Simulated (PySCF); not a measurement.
Coordinates in bohr (charge 0 multiplicity 1):
```
Sb    0.6582    0.0000   -0.5662
S    -2.5882    0.0000    2.0915
H     3.1419    0.0000    1.5797
```

Method: PBE0/[Sb def2-TZVP with ECP28, S def2-TZVP, H def2-TZVP], scalar-relativistic core potentials, density fitting, no spin–orbit coupling, PySCF.

This geometry of HSbS is a stationary point at this level.

Question: What is the point group?

Answer: Cs.

Question: Is it a minimum?

Answer: Yes: all harmonic wavenumbers are real.

Question: List the harmonic modes with their infrared intensities.

Answer: 
```csv
symmetry,ω (cm⁻¹),IR (km/mol),type
a',490,23.1,stretch
a',668,14.0,bend
a',1848,247,stretch
```

Question: What are the dipole moment and the gap between the highest occupied and lowest empty levels?

Answer: 2.77 D and 3.00 eV.

Question: Give the ideal-gas entropy at 298.15 K and 1 bar by parts.

Answer: translation 171.7, rotation 93.2, vibration 4.3, spin 0.0; total 269.2 J/(mol K).

Other isomers or separated fragments may lie lower.
